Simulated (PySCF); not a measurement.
Two species compared at the same levels of theory.

First species: C3H13N3Si3.
InChI=1S/C3H13N3Si3/c1-2-3(1)6-8-4-7-5-9-6/h3-5H,1-2,7-9H2

Second species: C8H7F.
Z-matrix (Å and degrees, GFN2-xTB geometry), rows numbered from 1:
```
C 
C   1  1.3277
C   2  1.4585  1  126.89
C   3  1.3971  2  118.76  1  -179.84
C   4  1.3811  3  121.37  2   179.95
C   5  1.3828  4  118.65  3    -0.01
F   6  1.3500  5  119.19  4  -179.99
C   6  1.3835  5  121.67  4     0.01
C   8  1.3804  6  118.94  5     0.01
H   1  1.0764  2  121.20  3   179.93
H   1  1.0764  2  123.00  3    -0.06
H   2  1.0834  1  118.78  3  -179.94
H   4  1.0806  3  119.39  2    -0.04
H   5  1.0787  4  121.49  3  -179.99
H   8  1.0787  6  119.72  5  -179.98
H   9  1.0782  3  120.02  2     0.06
```

Levels: PBE0/pcSseg-1 for HOMO energy, LUMO energy and HOMO–LUMO gap. Geometries: GFN2-xTB. All species are isolated and taken at one optimised geometry, non-relativistic unless stated; the electronic structure was computed with PySCF and density fitting.

The conformers computed, where there is a choice (atom-mapped SMILES and torsion angles):
- `[CH2:1]=[CH:2][c:3]1[cH:4][cH:5][c:6]([F:7])[cH:8][cH:9]1`: C1–C2–C3–C4 180°

The conformers of `C1CC1N1[SiH2]N[SiH2]N[SiH2]1` aren't listed.

Values for the first species:

- HOMO energy: -6.35 eV
- LUMO energy: 0.58 eV
- HOMO–LUMO gap: 6.93 eV

Task: Estimate the same properties for the second species, and the change in each.

Result: 
```csv
property,first,second,second less first
HOMO energy,-6.35 eV,-6.64 eV,-0.29 eV
LUMO energy,0.58 eV,-1.14 eV,-1.72 eV
HOMO–LUMO gap,6.93 eV,5.50 eV,-1.43 eV
```

